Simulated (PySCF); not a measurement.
Cartesian coordinates in Å; atom numbers follow the order of the lines, from 1:
```xyz
20

C     3.318   -0.384    0.265
C     2.148    0.125    0.652
C     1.090    0.659   -0.262
C    -0.191   -0.175   -0.244
C    -1.336    0.398   -1.096
C    -2.635   -0.299   -0.689
O    -2.642   -0.494    0.719
Si   -1.119   -0.367    1.383
Cl   -0.917    1.355    2.523
H     4.045   -0.762    0.989
H     3.595   -0.435   -0.793
H     1.914    0.164    1.725
H     0.835    1.687    0.050
H     1.480    0.726   -1.292
H     0.039   -1.203   -0.585
H    -1.423    1.480   -0.890
H    -1.148    0.290   -2.177
H    -2.722   -1.282   -1.186
H    -3.520    0.294   -0.972
H    -0.839   -1.507    2.287
```

Geometry: PBE0-D3(BJ)/def2-SVP; GIAO shifts from PySCF, gas phase, non-relativistic, averaged over equivalent atoms.

At PBE0/pcSseg-1 (222 basis functions, 96 s wall time on 1 thread of an Arm Neoverse N1, shared host):
```csv
atoms,δ (ppm)
C2,147.5
C1,123.4
C6,69.2
C3,37.8
C5,35.2
C4,30.8
O7,78.4
Si8,23.6
Cl9,43.3
H12,6.09
H20,5.50
H11,5.39
H10,5.28
H19,4.22
H18,3.76
H13,2.28
H14,2.20
H17,1.81
H16,1.68
H15,0.81
```

Scale: TMS for ¹³C (σref 184.41) and ²⁹Si (σref 351.99) and ¹H (σref 31.27); H2O for ¹⁷O (σref 334.56); ³⁵Cl (σref 943.27) against HCl (reference shieldings calculated alike).

Task: Predict the values at PBE/pcSseg-1 on the same geometry.

Result: 
```
atoms  δ at PBE/pcSseg-1  change
   C2              146.7    -0.8
   C1              120.8    -2.6
   C6               72.4    +3.2
   C3               40.5    +2.7
   C5               37.3    +2.1
   C4               34.4    +3.6
   O7               96.1   +17.7
  Si8               24.1    +0.5
  Cl9               64.0   +20.7
  H12               6.15   +0.06
  H20               5.77   +0.27
  H11               5.32   -0.07
  H10               5.20   -0.08
  H19               4.36   +0.14
  H18               3.93   +0.17
  H13               2.44   +0.16
  H14               2.24   +0.04
  H17               1.89   +0.08
  H16               1.77   +0.09
  H15               0.94   +0.13
```

Shifts are taken against calculated references (same method and geometry level): TMS for ¹³C (σref 180.03) and ²⁹Si (σref 334.61) and ¹H (σref 31.20); H2O for ¹⁷O (σref 334.63); ³⁵Cl (σref 933.68) vs HCl.

The largest change is at Cl9 (chlorine bonded to Si). Cost: 222 basis functions, 100 s wall time on 1 thread of an Arm Neoverse N1, shared host. The order of the carbon signals is the same at both levels.

Experimental scales use liquid or dissolved standards, which lie at an offset from isolated H2O (liquid H2O: subtract about 36 ppm).
